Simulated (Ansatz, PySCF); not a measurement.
Input for Ansatz (a program for electronic structure):
Ansatz 0.2 input:
```yaml
crystal:
  periodic: [false, false, false]
  atoms:
    - {symbol: Ga, position_ang: [0.00000000, 0.00000000, 0.00000000]}
    - {symbol: F, position_ang: [-0.00000000, -0.00000000, -1.76055987]}
    - {symbol: F, position_ang: [0.00000000, 0.00000000, 1.76055987]}
basis:
  gaussian:
    orbitals: 6-311G__.json
hamiltonian:
  xc: b3lyp5
total_charge: 1
accuracy: high
```
The basis file holds 6-311G** in the JSON format of the Basis Set Exchange.

### Question
Write the same job for PySCF.

### Answer
This is not unique; one that fits is 
```python
from pyscf import gto, scf, dft

mol = gto.Mole()
mol.atom = '''
    Ga    0.00000000    0.00000000    0.00000000
    F    -0.00000000   -0.00000000   -1.76055987
    F     0.00000000    0.00000000    1.76055987
'''
mol.basis = '6-311g**'
mol.charge = 1
mol.verbose = 4
mol.build()

mf = dft.RKS(mol)
mf.xc = 'b3lyp5'
mf.grids.atom_grid = (99, 590)
mf.grids.prune = None
mf.kernel()
```

Both were run: Ansatz gave -2124.111583 Eh and PySCF -2124.111582 Eh, 0.001 mEh apart.
